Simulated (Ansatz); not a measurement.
Job for Ansatz (a first-principles code): R-PBE/def2-TZVPP on BHO (SMILES B=O).

Ansatz 0.2 input:
```yaml
crystal:
  periodic: [false, false, false]
  atoms:
    - {symbol: H, position_ang: [-0.00000000, -0.00000000, -1.17841985]}
    - {symbol: B, position_ang: [0.00000000, 0.00000000, -0.01031843]}
    - {symbol: O, position_ang: [-0.00000000, -0.00000000, 1.18873829]}
basis:
  gaussian:
    orbitals: def2-TZVPP
hamiltonian:
  xc: {name: PBE}
scf: {lower_state_search: off}
```

Output:

```
WARN ansatz: RAYON_NUM_THREADS=4 ignored (pool sized by the plan → 4); use --threads N
Functional definition: PBE
these checks for a lower state are left out or cut short: stability, starts, cluster_reference, orbital_swaps, neighbouring_geometries, increment
integrals: 0.01 GiB planned
379 factors; their error is unknown
mean field: 0.13 GiB planned
mean field evaluation 1: about -2732.1492 eV, gradient 6.0e1 eV
mean field evaluation 2: about -2674.0972 eV, gradient 1.6e2 eV
mean field evaluation 4: about -2738.1497 eV, gradient 6.9e0 eV
mean field evaluation 8: about -2738.2511 eV, gradient 1.9e-1 eV
mean field evaluation 16: about -2738.2512 eV, gradient 3.7e-6 eV
mean field -2738.25116444 eV, -100.6288742400 hartree, gradient 3.7e-6 eV, S^2 0.000000; 0 other end points of the search recorded, 0 dependent functions left out
reference -2738.25119778 eV, -100.6288754651 hartree; 7, 7 occupied and 69, 69 virtual orbitals, 379 factors
Total energy: -2738.25119778 eV, -100.6288754651 hartree
Checks for a lower state left out: stability, starts, cluster_reference, orbital_swaps, neighbouring_geometries, increment
```

Self-consistency was reached.

Cost: very roughly 0.5 core-seconds.
